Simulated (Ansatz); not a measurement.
Single points on K₄⁺.

```yaml
crystal:
  periodic: [false, false, false]
  atoms:
    - {symbol: K, position_ang: [1.512002, -2.819701, 2.643220]}
    - {symbol: K, position_ang: [-1.001192, -1.461519, -1.060720]}
    - {symbol: K, position_ang: [1.088771, 1.460922, 0.982486]}
    - {symbol: K, position_ang: [-1.599591, 2.820299, -2.564986]}
basis:
  gaussian: {orbitals: def2-TZVP, initial_orbitals: start.molden}
total_charge: 1
magnetization: {spin_polarized: true, initial_magnetization: 1}
hamiltonian: {xc: r2scan}
scf: {omitted_lower_state_checks: [starts]}
output: {orbitals: {seedname: orbitals}}
```

The file start.molden holds the orbitals of an earlier run on this structure, at another level or in another basis.

```sh
$ ansatz run in.yaml --threads 4 --pin off --events-out ev --progress --plain --max-ram 3916MiB
```

Output, abridged:

```
Functional definition: r2SCAN
1300 factors; their error is unknown
mean field evaluation 1: about -65291.1876 eV, gradient 2.9e0 eV
mean field evaluation 2: about -65291.2118 eV, gradient 7.0e-2 eV
mean field evaluation 4: about -65291.1589 eV, gradient 4.3e-3 eV
mean field evaluation 8: about -65291.1589 eV, gradient 3.1e-5 eV
mean field -65291.15886416 eV, -2399.4058323207 hartree, gradient 1.1e-5 eV, S^2 0.846395; 0 other end points of the search recorded, 0 dependent functions left out
reference -65291.15892867 eV, -2399.4058346917 hartree; 38, 37 occupied and 94, 95 virtual orbitals, 1300 factors
Total energy: -65291.15892867 eV, -2399.4058346917 hartree
Checks for a lower state left out: starts
```

It took 13 s on 4 threads of Arm Neoverse V2 on a shared host.

The first input with `gaussian: {orbitals: def2-SVP, initial_orbitals: start.molden}`, `hamiltonian: {xc: pbe0}` (abridged; 4.5 s):

```
Functional definition: PBE0
mean field -65268.48167582 eV, -2398.5724610206 hartree, gradient 1.3e-5 eV, S^2 0.780007
Total energy: -65268.48173394 eV, -2398.5724631566 hartree
Checks for a lower state left out: starts
```

The first input with `hamiltonian: {xc: pbe}`, `correlation: {method: rpa}` and without the key `output` (abridged; 4.8 s):

```
Functional definition: PBE
mean field -65271.66732526 eV, -2398.6895314781 hartree, gradient 4.3e-6 eV, S^2 0.762203
20 core orbitals not correlated: weight in the atoms' cores, before any rotation towards them, 1.000 or more for the frozen orbitals, at most 0.000 for the correlated occupied ones
Total energy: -65239.90019631 eV, -2397.5221110218 hartree
Checks for a lower state left out: starts
```

As the first input, with `correlation: {method: mp2}` and without the key `hamiltonian` (abridged; 3.8 s):

```
Functional definition: HF
mean field evaluation 16: about -65212.4281 eV, gradient 6.5e-5 eV
mean field -65212.42807651 eV, -2396.5125292403 hartree, gradient 2.3e-6 eV, S^2 1.020140
20 core orbitals not correlated: weight in the atoms' cores, before any rotation towards them, 1.000 or more for the frozen orbitals, at most 0.000 for the correlated occupied ones
second order -17.67442197 eV of doubles, -0.00000000 eV of singles
Total energy: -65230.10249847 eV, -2397.1620522674 hartree
Checks for a lower state left out: starts
```

The first input with `hamiltonian: {xc: pbe}`, `output: {forces: true, orbitals: {seedname: orbitals}}` (abridged; 3.9 s):

```
Functional definition: PBE
mean field -65271.66735684 eV, -2398.6895326388 hartree, gradient 1.8e-5 eV, S^2 0.762203
Total energy: -65271.66741598 eV, -2398.6895348120 hartree
Atom 0 force    -0.003518     0.004794    -0.007744 eV/Å
Atom 1 force    -0.005688    -0.017882    -0.001443 eV/Å
Atom 2 force     0.005989     0.011844     0.007188 eV/Å
Atom 3 force     0.003217     0.001244     0.001999 eV/Å
Dipole moment:    -0.008603    -0.003434     0.016244 e Å
Checks for a lower state left out: starts
```

The first input with `hamiltonian: {xc: {name: revPBE}}` (abridged; 4.4 s):

```
Functional definition: revPBE
mean field -65284.40830129 eV, -2399.1577537110 hartree, gradient 1.7e-5 eV, S^2 0.763225
Total energy: -65284.40837961 eV, -2399.1577565892 hartree
Checks for a lower state left out: starts
```

First input, but with `gaussian: {orbitals: def2-SVP, initial_orbitals: start.molden}`, `hamiltonian: {xc: pbe}` (abridged; 3.4 s):

```
Functional definition: PBE
mean field -65263.16158990 eV, -2398.3769514692 hartree, gradient 2.5e-5 eV, S^2 0.760936
Total energy: -65263.16169882 eV, -2398.3769554717 hartree
Checks for a lower state left out: starts
```

Geometry: B3LYP/def2-TZVP.

Correlated methods freeze 20 core orbitals; core or outer-core shells of K are correlated, in sets that lack core-valence functions. At r2SCAN/def2-TZVP, MP2/def2-TZVP the charge 1 doublet is spin-contaminated (final ⟨S²⟩ up to 1.02, 0.75 for a pure state). The structure comes from a short search, and lower isomers may exist.
